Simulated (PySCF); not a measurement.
CBr2, SMILES Br[C]Br (connectivity only; charge and spin as stated), neutral, multiplicity 1.

Geometry optimised at B3LYP-D3(BJ)/def2-TZVP.

Two levels are set side by side: TDA-PBE/def2-SVPD (PySCF) and ADC(2)/aug-cc-pVDZ (PySCF). Vertical, same geometry; the bases differ. Differences are taken from unrounded values.

| quantity | ADC(2) |
|---|---|
| lowest singlet excitation (eV) | 2.00 |

Question: What does TDA-PBE give, and how far is it from ADC(2)? (An estimate is asked for; the answer gives what the named calculation found.)

Answer: 
```csv
quantity,TDA-PBE,TDA-PBE minus ADC(2)
lowest singlet excitation (eV),2.20,0.20
```

Rough cost on one machine, each run with all the roots and properties that it gave: ADC(2) against TDA-PBE about 20 times.
